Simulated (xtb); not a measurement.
C4H8OS, SMILES C(C)SC(C)=O. All values are semi-empirical tight-binding results from xtb (GFN2-xTB unless named), good for trends rather than for accurate numbers. Geometry: GFN2-xTB. Other conformers were not sampled.

A frequency run showed that this geometry is not a minimum.

Computed properties:
| Property | Value |
|---|---|
| point group as xtb finds it | Cs |
| orbital gap | 3.66 eV |
| static polarisability (D4 model) | 72.9 bohr³ |
| solvation energy, GFN2-xTB/ALPB(water) | -2.7 kcal/mol |
| solvation energy, GFN2-xTB/ALPB(methanol) | -6.9 kcal/mol |
